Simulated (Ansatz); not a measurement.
Relaxation of Cl$_{2}$FH$_{4}$NSTi (10 atoms, charge 0, multiplicity 1), to a largest force component of 0.03 eV/Å in at most 50 steps.

Theory: RKS B3LYP-D4/def2-SVP (Ansatz).

```xyz
10
Properties=species:S:1:pos:R:3
Ti 0.144 0.725 -0.440
N 0.502 -0.046 2.697
H -0.274 -0.703 2.750
H 1.080 -0.186 3.527
Cl 1.911 -0.466 -0.895
Cl -0.657 1.592 -2.263
F -1.133 -0.228 0.261
S 0.628 2.635 0.882
H 1.613 1.915 1.478
H 0.094 0.907 2.764
```

Problem. Where does it end, and by what steps?

Solution. It converged. The force dipped under the threshold on the way, but the program's further checks kept it going. After 13 steps the energy has fallen by 0.710 eV; H4 moved furthest, 1.14 Å. Joined: Ti1–N2 (3.25 → 2.29 Å).

| step | energy less start (eV) | largest force component (eV/Å) | accepted |
| --- | --- | --- | --- |
| 0 | 0.0000 | 0.867 | yes |
| 1 | -0.1308 | 0.972 | yes |
| 2 | -0.2169 | 1.069 | yes |
| 3 | -0.4035 | 0.869 | yes |
| 4 | -0.5347 | 0.971 | yes |
| 5 | -0.5950 | 0.969 | yes |
| 6 | -0.6381 | 0.424 | yes |
| 7 | -0.6650 | 0.378 | yes |
| 8 | -0.6780 | 0.482 | yes |
| 9 | -0.6908 | 0.472 | yes |
| 10 | -0.7057 | 0.076 | yes |
| 11 | -0.7092 | 0.030 | yes |
| 12 | -0.7098 | 0.118 | yes |
| 13 | -0.7103 | 0.011 | yes |

```xyz
10
Properties=species:S:1:pos:R:3
Ti 0.091 0.607 0.031
N 0.470 0.056 2.219
H 0.187 -0.922 2.319
H 1.453 0.112 2.492
Cl 1.518 -1.068 -0.333
Cl -0.223 1.400 -2.002
F -1.533 0.146 0.502
S 0.884 2.702 0.671
H 1.144 2.504 1.985
H -0.082 0.608 2.878
```

Whether the end is a true minimum wasn't checked by a vibrational analysis.

Time of the run: 48 s on 4 threads of Arm Neoverse V2, with other jobs on the host, peak memory 0.4 GiB.
